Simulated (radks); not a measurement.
Problem. All-electron atom: Bi I in [Hg] 6p3. All-electron calculation, scalar-relativistic Kohn-Sham, PBE, spin-unpolarised, spherical densities, point nucleus; hard spherical wall at 2.5 bohr. Program: a radial shooting solver on a logarithmic mesh with Libxc functionals. Some entries of the table are withheld. Estimate them.

orbital  occ.  eigenvalue (eV)  <1/r> (bohr^-1)  r(max) (bohr)
1s          2        -90647.18            103.4       0.009652
2s          2        -16253.69            24.28        0.05617
2p          6        -13894.00            21.22        0.04691
3s          2        -3894.043            8.995         0.1584
3p          6        -3220.127            8.109         0.1589
3d         10        -2544.266            7.602         0.1295
4s          2        -864.6968              (1)         0.3558
4p          6        -644.0875            3.477         0.3760
4d         10        -392.2322            3.127         0.3817
5s          2        -123.6727            1.626         0.7740
4f         14        -115.0078            2.736         0.3425
5p          6         -63.1482            1.382         0.8676
5d         10           4.1857            1.074          1.055
6s          2          27.0802           0.8495          1.648
6p          3          52.1198           0.8630          1.760
5f          0          64.1686           0.8101          1.532
6d          0          93.7616           0.9453          1.881
7s          0              (2)            1.004          2.054

Solution. 
(1) 4s <1/r> (bohr^-1): 3.877
(2) 7s eigenvalue (eV): 158.7400
